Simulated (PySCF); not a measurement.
Substituent chemical shifts

Parent skeleton `[CH3:1][S:2][SiH2:3][Cl:4]`; one hydrogen on atom 3 is replaced by X. Hydrogens on one atom are averaged.

PySCF 2.14.0 with density-fitted response routines calculation with NMR shieldings at PBE0/pcSseg-1/GIAO and geometry: GFN2-xTB; a single conformation, relativity neglected, one averaged value for each set of equivalent atoms, no solvent model.

Referencing at the same level of theory: TMS for 13C and 29Si and 1H; 33S vs CS2; 35Cl vs HCl.

Q: Order these by the shift of Cl4, most shielded first.
A. X = allyl
B. X = propynyl
C. X = cPr
D. X = SCH3
E. X = CHCl2
F. X = ethynyl

A: C (-5.9 ppm), F (1.4 ppm), B (5.5 ppm), A (16.7 ppm), E (20.9 ppm), D (23.7 ppm).

Q: Order these by the shift of S2, most shielded first.
A. X = nPr
B. X = SCH3
C. X = cPr
D. X = cBu
E. X = propynyl
F. X = ethynyl

A: D (-159.7 ppm), F (-152.0 ppm), E (-150.3 ppm), A (-143.8 ppm), B (-141.5 ppm), C (-138.9 ppm).
